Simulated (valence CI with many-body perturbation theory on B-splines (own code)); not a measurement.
# Pm22+ in brief

Method: valence CI with perturbative core correlation (CI+MBPT): three valence electrons over a frozen Dirac-Fock core [Kr], a basis of 7 s, 7 p, 8 d, 6 f, 4 g, 1 h functions for each j, with the one-electron correlation potential Σ1, the two-electron term Σ2, the three-electron term Σ3, Breit, model QED; selected CI, second order for the rest, scaled by the run's own slope (own B-spline code, finite nucleus).

No measured levels were compared; by estimate terms of the open shell hold to 2 to 4 % of their energy, and close levels can change places. The list stops below the first excitations out of the core.

Levels are named by their leading jj configuration (3d3/2^4 stands for four electrons in 3d with j = 3/2), which in mixed levels can hold well under half, so a name can repeat and another be missing.

Rates and lifetimes use the calculated energies. Strong lines usually hold to 10 to 20 %, long lifetimes can be off by a factor of two.

Task: What is the ground level?

Result: (4d3/2^3) J=3/2, composition 69 % 4d3 4F + 24 % 4d3 2D + 5 % 4d3 2P, g = 0.565.

Task: What is the ionisation energy?

Result: 690.39 eV; NIST lists 689 ± 4 eV (theoretical).

Task: How well does LS coupling describe the low levels?

Result: Among the lowest 19 levels the leading LS term, summed over configurations, holds 69 % on average. For single configurations the figures are 69 % in LS and 83 % in jj coupling. Terms mix most in the J = 9/2 level at 55057 cm⁻¹, where the leading one holds 42 %.
